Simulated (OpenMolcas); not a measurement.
**Pr V: input and output**

Input:

```
&GATEWAY
Coord
1

Pr 0.0 0.0 0.0
Basis=ANO-RCC-MB
Group=XYZ
NoMove
AngMom=0.0 0.0 0.0
AMFI
&SEWARD
Relativistic=R03O02
&RASSCF
FileOrb=start.orb
Symmetry=2
Spin=2
nActEl=1 0 0
Inactive=15 12
Ras2=0 7
CIRoot=7 7 1
SDav=7
CIMx=300
Iter=120 100
PrWF=0.3
OrbListing=Nothing
MaxOrb=0
Atom
>>> COPY $Project.JobIph JOB001
&RASSI
NrOfJobIphs=1 7
1 2 3 4 5 6 7
IphNames
JOB001
EJob
SpinOrbit
DIPRint=1.0
SOCoupling=1000.0
Subsets=2
MEES
Property=10
'ANGMOM' 1 'ANGMOM' 2 'ANGMOM' 3 'MLTPL  1' 1 'MLTPL  1' 2 'MLTPL  1' 3
'AMFI' 1 'AMFI' 2 'AMFI' 3 'MLTPL  2' 6
SOProperty=3
'ANGMOM' 1 'ANGMOM' 2 'ANGMOM' 3
```

Launched by
```bash
OMP_NUM_THREADS=1 MOLCAS_MEM=2252 MOLCAS_PROJECT=a pymolcas a.inp > a.log  # once for each step of the input, in one work folder
```

A driver script runs the steps one by one and writes start.orb anew before each from the orbitals found so far.

Output, cut to the results:

```
--- SEWARD ---
Basis set label: PR.ANO-RCC...6S5P3D1F.

      Electronic valence basis set:
      ------------------
      Associated Effective Charge  59.000000 au
      Associated Actual Charge     59.000000 au
      Nuclear Model: Point charge

      Shell  nPrim  nBasis  Cartesian Spherical Contaminant
         s      25       6        X
         p      22       5        X
         d      15       3                 X
         f      11       1                 X
Relativistic=R03O02
                  Relativistic Douglas-Kroll-Hess integrals:
                    - DKH order of Hamiltonian: 3
                    - DKH order of Properties : 2
--- RASSCF ---
Wave function specifications:
      -----------------------------

      Number of closed shell electrons          54
      Number of electrons in active shells       1
      Max number of holes in RAS1 space          0
      Max nr of electrons in RAS3 space          0
      Number of inactive orbitals               27
      Number of active orbitals                  7
      Number of secondary orbitals               9
      Spin quantum number                      0.5
      State symmetry                             2
Orbital specifications:
      -----------------------

      Symmetry species                           1   2
                                                ag  au
      Frozen orbitals                            0   0
      Inactive orbitals                         15  12
      Active orbitals                            0   7
      RAS1 orbitals                              0   0
      RAS2 orbitals                              0   7
      RAS3 orbitals                              0   0
      Secondary orbitals                         6   3
      Deleted orbitals                           0   0
      Number of basis functions                 21  22
      Number of CSFs                             7
      Number of root(s) required                 7
      Iter CI   SX   CI       RASSCF       Energy    max ROT     max BLB   max BLB  Level Ln srch  Step   QN
          iter iter root      energy       change     param      element    value   shift minimum  type update
 Nr of preliminary CI iterations:   1
      Total energies have been shifted. Add                -9000.00 au
        1   1    5    0  -230.72897657    0.00E+00   7.95E-02   12  22 2  3.12E-01*  0.00   0.00    SX    NO
        2   1    5    0  -230.84760867   -1.19E-01* -1.08E-02   12  22 2  3.94E-02*  0.00   0.00    SX    NO
        3   1    4    0  -230.84924688   -1.64E-03* -1.19E-03   12  22 2  4.35E-03*  0.00   0.00    SX    NO
        4   1    4    0  -230.84926801   -2.11E-05*  1.37E-04   12  22 2  5.02E-04*  0.00   0.00    SX    NO
        5   1    3    0  -230.84926830   -2.90E-07*  1.82E-05   12  22 2  5.85E-05   0.00   1.13    QN   YES
        6   1    2    0  -230.84926831   -4.06E-09  -2.04E-08   15  16 1  1.06E-07   0.00   1.00    QN   YES
      Convergence after  6 iterations
        7   1    2    0  -230.84926831   -1.82E-12  -2.04E-08   15  16 1  8.14E-09   0.00   1.00    QN   YES
      Natural orbitals and occupation numbers for root  1
      sym 2:   1.000000  -0.000000   0.000000   0.000000  -0.000000  -0.000000   0.000000
      Natural orbitals and occupation numbers for root  2
      sym 2:   1.000000   0.000000   0.000000  -0.000000  -0.000000   0.000000   0.000000
      Natural orbitals and occupation numbers for root  3
      sym 2:   0.000000   0.000000  -0.000000   1.000000  -0.000000   0.000000   0.000000
::    RASSCF root number  1 Total energy:  -9230.84926831
::    RASSCF root number  2 Total energy:  -9230.84926831
::    RASSCF root number  3 Total energy:  -9230.84926831
::    RASSCF root number  4 Total energy:  -9230.84926831
::    RASSCF root number  5 Total energy:  -9230.84926831
::    RASSCF root number  6 Total energy:  -9230.84926831
::    RASSCF root number  7 Total energy:  -9230.84926831

--- RASSI ---
SPIN-FREE ENERGIES:
  (Shifted by EMIN (a.u.) =      -9230.8492683063)

 SF State       Relative EMIN(au)   Rel lowest level(eV)    D:o, cm**(-1)      L_eff

     1             0.0000000000        0.0000000000              0.0000         3.0
     2             0.0000000000        0.0000000000              0.0000         3.0
     3             0.0000000000        0.0000000000              0.0000         3.0
     4             0.0000000000        0.0000000000              0.0000         3.0
     5             0.0000000000        0.0000000000              0.0000         3.0
     6             0.0000000000        0.0000000000              0.0000         3.0
     7             0.0000000000        0.0000000000              0.0000         3.0
     Dipole printing threshold changed to   1.00000000E+00
Eigenvalues of complex Hamiltonian:
   -----------------------------------
  (Shifted by EMIN (a.u.) =      -9230.8492683063)

 SO State       Relative EMIN(au)   Rel lowest level(eV)    D:o, cm**(-1)     J-value

     1            -0.0069205556        0.0000000000              0.0000         2.2
     2            -0.0069205556        0.0000000000              0.0000         1.8
     3            -0.0069205556        0.0000000000              0.0000         1.8
     4            -0.0069205556        0.0000000000              0.0000         2.2
     5            -0.0069205556        0.0000000000              0.0000         1.9
     6            -0.0069205556        0.0000000000              0.0000         1.9
     7             0.0051904167        0.3295563460           2658.0512         2.9
     8             0.0051904167        0.3295563460           2658.0512         2.9
     9             0.0051904167        0.3295563460           2658.0512         3.1
    10             0.0051904167        0.3295563460           2658.0512         2.3
    11             0.0051904167        0.3295563460           2658.0512         2.8
...
```

The J values that RASSI prints are effective ones from its own formula and need not be integers or half-integers; the table below assigns J from the states.

Levels above the lowest, from the spin-orbit matrix, grouped by J:

```json
{"Configuration": "4f", "Term": "²F°", "J": "5/2", "E (eV)": "0.0000", "Measured (eV)": "0.0000", "g": "0.857", "Term weight %": "100"}
{"Configuration": "4f", "Term": "²F°", "J": "7/2", "E (eV)": "0.3296", "Measured (eV)": "0.3753", "g": "1.143", "Term weight %": "100"}
```

Against the measured value (Martin, Zalubas and Hagan, Atomic Energy Levels: The Rare-Earth Elements, NSRDS-NBS 60 (1978)): 4f ²F°_7/2: computed 0.3296, measured 0.3753 eV (-12.2 %).

With one active electron the reference holds no correlation, so core polarisation is missing. The basis is small and was not contracted for so high a charge. Measured partners are found by configuration, term and J. A level has none where our copy of the source lacks it or the pairing is in doubt (some pairs that miss far off the trend of their configuration count as doubtful), and it then counts in no deviation. Levels of configurations outside the active space are missing.

The RASSCF and RASSI steps took 2.8 s on 1 thread of Intel(R) Xeon(R) Platinum 8259CL CPU @ 2.50GHz (Skylake/Cascade Lake), on a shared host; the integral step is not counted.

The term weight is that of the spin-free term in the level, not the purity of its configuration. ° marks odd parity.
